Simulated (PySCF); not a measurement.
diarsenic (As$_{2}$), singlet, geometry from GFN2-xTB; DF-B3LYP5/cc-pVTZ (PySCF).

The PySCF input:
```python
from pyscf import gto, scf, dft

mol = gto.M(
    atom='''
As   -0.00000000   -0.00000000   -1.04699221
As    0.00000000    0.00000000    1.04699221
''',
    basis='cc-pvtz',
    verbose=4,
)

mf = dft.RKS(mol)
mf.xc = 'b3lyp5'
mf = mf.density_fit(auxbasis='def2-universal-jkfit')
mf.kernel()
```

Output, abridged:

```
PySCF version 2.14.0

[INPUT] verbose = 4
[INPUT] num. atoms = 2
[INPUT] num. electrons = 66
[INPUT] charge = 0
[INPUT] spin (= nelec alpha-beta = 2S) = 0
[INPUT] symmetry False subgroup None
[INPUT] Mole.unit = angstrom
[INPUT] Symbol           X                Y                Z      unit          X                Y                Z       unit  Magmom
[INPUT]  1 As     0.000000000000   0.000000000000  -1.046992210000 AA    0.000000000000   0.000000000000  -1.978528531453 Bohr   0.0
[INPUT]  2 As     0.000000000000   0.000000000000   1.046992210000 AA    0.000000000000   0.000000000000   1.978528531453 Bohr   0.0

nuclear repulsion = 275.204522625761
number of shells = 20
number of NR pGTOs = 222
number of NR cGTOs = 86
basis = cc-pvtz
ecp = {}

******** <class 'pyscf.df.df_jk.DFRKS'> ********
method = DFRKS
initial guess = minao
damping factor = 0
level_shift factor = 0
DIIS = <class 'pyscf.scf.diis.CDIIS'>
diis_start_cycle = 1
diis_space = 8
diis_damp = 0
SCF conv_tol = 1e-09
SCF conv_tol_grad = None
SCF max_cycles = 50
direct_scf = False
XC library pyscf.dft.libxc version 7.1.2
    S. Lehtola, C. Steigemann, M. J. T. Oliveira, and M. A. L. Marques,  SoftwareX 7, 1–5 (2018)
XC functionals = b3lyp5
    P. A. M. Dirac,  Math. Proc. Cambridge Philos. Soc. 26, 376 (1930)
    F. Bloch,  Z. Phys. 57, 545 (1929)
    A. D. Becke,  Phys. Rev. A 38, 3098 (1988)
    C. Lee, W. Yang, and R. G. Parr,  Phys. Rev. B 37, 785 (1988)
    B. Miehlich, A. Savin, H. Stoll, and H. Preuss,  Chem. Phys. Lett. 157, 200 (1989)
    S. H. Vosko, L. Wilk, and M. Nusair,  Can. J. Phys. 58, 1200 (1980)
radial grids:
    Treutler-Ahlrichs [JCP 102, 346 (1995); DOI:10.1063/1.469408] (M4) radial grids

becke partition: Becke, JCP 88, 2547 (1988); DOI:10.1063/1.454033
pruning grids: <function nwchem_prune>
grids dens level: 3
symmetrized grids: False
atomic radii adjust function: <function treutler_atomic_radii_adjust>
small_rho_cutoff = 0
Set gradient conv threshold to 3.16228e-05
Initial guess from minao.
tot grids = 40848
******** <class 'pyscf.df.df.DF'> ********
auxbasis = def2-universal-jkfit
init E= -4470.37591422691
  HOMO = -0.27905542437803  LUMO = -0.136429175828033  gap/eV = 3.88106
cycle= 1 E= -4471.65494118286  delta_E= -1.28  |g|= 0.347  |ddm|= 1.72
  HOMO = -0.252950890328578  LUMO = -0.0972815059177709  gap/eV = 4.23598
cycle= 2 E= -4471.66157995011  delta_E= -0.00664  |g|= 0.234  |ddm|= 0.368
  HOMO = -0.262594259227975  LUMO = -0.100513369564956  gap/eV = 4.41045
cycle= 3 E= -4471.66743492087  delta_E= -0.00585  |g|= 0.00726  |ddm|= 0.149
  HOMO = -0.26378812618478  LUMO = -0.102013546355893  gap/eV = 4.40211
cycle= 4 E= -4471.66744964457  delta_E= -1.47e-05  |g|= 0.000959  |ddm|= 0.00988
  HOMO = -0.26350625722923  LUMO = -0.101734139629762  gap/eV = 4.40204
cycle= 5 E= -4471.66744984051  delta_E= -1.96e-07  |g|= 0.000408  |ddm|= 0.00142
  HOMO = -0.263573195550035  LUMO = -0.101777703946472  gap/eV = 4.40268
cycle= 6 E= -4471.66744988695  delta_E= -4.64e-08  |g|= 2.39e-05  |ddm|= 0.000323
  HOMO = -0.263574550986528  LUMO = -0.101780174321601  gap/eV = 4.40265
cycle= 7 E= -4471.66744988711  delta_E= -1.63e-10  |g|= 9.33e-07  |ddm|= 2.49e-05
  HOMO = -0.263574011470942  LUMO = -0.101779734626404  gap/eV = 4.40265
Extra cycle  E= -4471.66744988711  delta_E=    0  |g|= 8.85e-07  |ddm|= 2.19e-06
converged SCF energy = -4471.66744988711
```
